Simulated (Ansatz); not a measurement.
Relaxation of B(IMe)F3 (C₅H₈BF₃N₂) (charge 0, singlet) with RKS PBE-D4/def2-SVP in Ansatz.

Positions (Å) and forces (eV/Å) at steps 21, 22 of 22:

```xyz
19
step=21 energy=-17096.1557 eV
B     0.126   -0.070   -1.983    0.005    0.003    0.007
C     0.049    0.041   -0.318    0.007   -0.001   -0.003
N    -0.170    1.099    0.504   -0.043    0.003    0.005
C    -0.335    2.484    0.069    0.006   -0.029    0.002
C    -0.222    0.683    1.827    0.052    0.011   -0.004
C    -0.020   -0.674    1.820   -0.045   -0.008   -0.005
N     0.140   -1.044    0.496    0.026    0.004    0.002
C     0.332   -2.406    0.004    0.000    0.002   -0.001
H    -1.337    2.852    0.364   -0.013    0.007    0.003
H     0.441    3.119    0.537    0.009    0.008    0.001
H    -0.233    2.504   -1.030    0.001    0.004   -0.005
H    -0.383    1.381    2.653    0.004   -0.002    0.003
H     0.023   -1.397    2.640   -0.006    0.000    0.000
H     1.052   -2.371   -0.833    0.001   -0.002    0.000
H     0.718   -3.036    0.826    0.000    0.000    0.000
H    -0.626   -2.811   -0.373    0.000   -0.001    0.001
F     1.347   -0.700   -2.290    0.000    0.002   -0.002
F     0.059    1.212   -2.552   -0.003    0.001   -0.003
F    -0.963   -0.867   -2.362    0.000   -0.003   -0.001
19
step=22 energy=-17096.1560 eV
B     0.127   -0.070   -1.982    0.007    0.002    0.001
C     0.050    0.041   -0.318    0.000   -0.001    0.004
N    -0.171    1.099    0.504   -0.006    0.005    0.001
C    -0.336    2.483    0.069    0.000   -0.004    0.003
C    -0.220    0.683    1.827    0.010    0.004   -0.003
C    -0.024   -0.675    1.819   -0.004    0.000    0.000
N     0.140   -1.044    0.496    0.002   -0.001   -0.004
C     0.333   -2.406    0.004   -0.003    0.001    0.000
H    -1.336    2.854    0.367    0.004    0.000    0.000
H     0.444    3.118    0.533   -0.002   -0.001   -0.003
H    -0.237    2.504   -1.031    0.001   -0.001    0.004
H    -0.378    1.382    2.654   -0.002   -0.002    0.002
H     0.017   -1.398    2.639   -0.001    0.001    0.001
H     1.054   -2.371   -0.832    0.000    0.000    0.000
H     0.719   -3.036    0.826    0.000    0.000    0.000
H    -0.625   -2.811   -0.374    0.001    0.000    0.000
F     1.349   -0.697   -2.289    0.000    0.001   -0.001
F     0.056    1.212   -2.552   -0.004    0.001   -0.004
F    -0.961   -0.868   -2.361   -0.001   -0.003   -0.001
```
